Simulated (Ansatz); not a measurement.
Total energies of CH4BF2N.

```xyz
9

B     0.545   -0.180   -1.052
C     0.198   -0.121    0.493
N    -0.848    0.463    1.005
F     0.888   -0.776    1.389
F     1.884   -0.465   -1.290
H     0.113    0.846   -1.558
H    -0.229   -1.105   -1.342
H    -1.424    1.018    0.392
H    -1.129    0.320    1.964
```

Total charge 0; spin multiplicity 1. The bonds changed during the relaxation, so this is another structure than the one it started from. All single points use the PBE0-D4/def2-TZVP geometry. It is one conformer, not always the lowest. Basis def2-TZVPP, Ansatz 0.2.0.

RPA on PBE orbitals: Hartree–Fock energy of these orbitals -318.29583 Eh, correlation -1.53382 Eh (frozen core).

| functional | energy without D4 (Eh) | D4 term (kJ/mol) |
| --- | --- | --- |
| r2SCAN | -319.80611 | -3.1 |
| LC-ωPBE | -319.76787 | – |

**Question.** Give the same for LDA (SPW92), PBE, revPBE, BLYP, B97M-V, PBE0, B3LYP, r2SCANh, r2SCAN0, HSE06 (plane-wave form), BHLYP, CAM-B3LYP, ωB97X-V, ωB97M-V, B2PLYP, PBE-QIDH. (An estimate is asked.)

**Answer.** Computed: 
| functional | energy without D4 (Eh) | D4 term (kJ/mol) |
| --- | --- | --- |
| LDA (SPW92) | -317.59563 | – |
| PBE | -319.61151 | -12.7 |
| revPBE | -319.85381 | -45.7 |
| BLYP | -319.89725 | -29.0 |
| B97M-V | -319.88681 | – |
| PBE0 | -319.62037 | -10.6 |
| B3LYP | -319.96735 | -20.4 |
| r2SCANh | -319.78864 | -3.3 |
| r2SCAN0 | -319.76381 | -3.6 |
| HSE06 (plane-wave form) | -319.60566 | -9.7 |
| BHLYP | -319.81427 | -13.8 |
| CAM-B3LYP | -319.85294 | -10.5 |
| ωB97X-V | -319.85313 | – |
| ωB97M-V | -319.85636 | – |
| B2PLYP | -319.74621 | – |
| PBE-QIDH | -319.57508 | – |

B3LYP takes the VWN-RPA correlation (the form of Gaussian; ORCA's B3LYP/G). HSE06 is the plane-wave form, built on full-range PBE exchange. The double hybrids freeze the cores in their second-order part.

LC-ωPBE has ω = 0.4 bohr⁻¹.
